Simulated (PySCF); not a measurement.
Species: C5H10O2P2.
SMILES with atom numbers: `[O:1]=[C:2]1[CH2:3][CH2:4][P:5](=[O:6])([PH2:7])[CH2:8][CH2:9]1` (hydrogens: H10, H11 on C3; H12, H13 on C4; H14, H15 on P7; H16, H17 on C8; H18, H19 on C9)

Structure used (GFN2-xTB), in Å, numbered top down from 1:
```xyz
19
C5H10O2P2 angstrom
O     -2.238    1.835   -0.749
C     -1.527    1.153   -0.056
C     -0.236    1.669    0.544
C      0.966    0.971   -0.091
P      0.829   -0.820    0.355
O      0.893   -1.052    1.805
P      2.281   -2.025   -0.746
C     -0.815   -1.225   -0.371
C     -1.842   -0.291    0.268
H     -0.176    2.749    0.386
H     -0.231    1.460    1.616
H      1.895    1.364    0.328
H      0.975    1.109   -1.173
H      2.395   -1.110   -1.787
H      3.314   -1.442   -0.018
H     -1.042   -2.265   -0.124
H     -0.800   -1.118   -1.457
H     -1.803   -0.427    1.352
H     -2.848   -0.527   -0.088
```

Mayer bond orders were computed from the PBE0/pcSseg-1 density (PySCF). The structure is a single GFN2-xTB conformer in the gas phase; no vibrational or solvent corrections.

Problem. The orders 0.87, 0.94, 1.01, 1.79, 2.04 belong to the bonds O1–C2, P5–O6, P5–P7, P5–C8, C8–C9, in another order. Match them.

Solution. P5–C8 0.87; P5–P7 0.94; C8–C9 1.01; P5–O6 1.79; O1–C2 2.04.

Problem. Set the orders of all bonds between heavy atoms beside their lengths and the difference of the IAO charges at their ends.

Solution. 
```json
{"bond": "O1–C2", "Mayer order": "2.043", "length (Å)": "1.204", "q(first) − q(second) (e)": "-0.789"}
{"bond": "P5–O6", "Mayer order": "1.789", "length (Å)": "1.470", "q(first) − q(second) (e)": "+2.264"}
{"bond": "C8–C9", "Mayer order": "1.015", "length (Å)": "1.529", "q(first) − q(second) (e)": "-0.195"}
{"bond": "C3–C4", "Mayer order": "1.010", "length (Å)": "1.528", "q(first) − q(second) (e)": "+0.190"}
{"bond": "C9–C2", "Mayer order": "0.971", "length (Å)": "1.513", "q(first) − q(second) (e)": "-0.704"}
{"bond": "C2–C3", "Mayer order": "0.969", "length (Å)": "1.514", "q(first) − q(second) (e)": "+0.704"}
{"bond": "P5–P7", "Mayer order": "0.938", "length (Å)": "2.184", "q(first) − q(second) (e)": "+1.383"}
{"bond": "P5–C8", "Mayer order": "0.868", "length (Å)": "1.842", "q(first) − q(second) (e)": "+1.850"}
{"bond": "C4–P5", "Mayer order": "0.856", "length (Å)": "1.851", "q(first) − q(second) (e)": "-1.845"}
```

For a closed shell the Mayer order of atoms A and B is Σ (PS)μν (PS)νμ over the basis functions μ on A and ν on B, with P the density and S the overlap matrix.
